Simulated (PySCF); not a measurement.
C₂H₉NOSi₂, SMILES C(/CO[SiH3])=N/[SiH3]. Atoms are numbered in the order given.

```xyz
15

Si    -2.6859    -0.1715     0.9372
N     -1.7036     0.6937    -0.2181
C     -0.5832     0.4624    -0.7589
C      0.3051    -0.7533    -0.5736
O      1.6425    -0.4890    -0.9258
Si     2.7149     0.3069     0.0825
H     -2.0767    -1.3935     1.5672
H     -3.9259    -0.5881     0.2213
H     -3.0359     0.7870     2.0226
H     -0.1647     1.1890    -1.4917
H      0.2102    -1.1450     0.4598
H     -0.0691    -1.5485    -1.2475
H      2.2636     1.7055     0.3615
H      2.8264    -0.4183     1.3865
H      4.0191     0.3186    -0.6272
```

Coordinates come from a r2SCAN-D4/def2-SVP optimisation. The structure was generated by enumeration; whether it is a known compound was not checked. Other conformers were not sampled.

These are PBE/def2-TZVP (PySCF) values and carry that method's errors.

The molecule is in vacuum.

| Item | Value |
|---|---|
| total energy | -790.12957 hartree |
| highest occupied level | -5.65 eV |
| lowest empty level | -2.18 eV |
| orbital gap | 3.47 eV |
| dipole moment | 1.16 D |
| quadrupole, principal values (traceless, Buckingham form, about the centre of nuclear charge) | -5.50, 0.80, 4.70 D·Å |
| mean static polarisability | 92.0 bohr³ (13.64 Å³) |
| polarisability, principal values | 75.6, 80.6, 119.9 bohr³ |
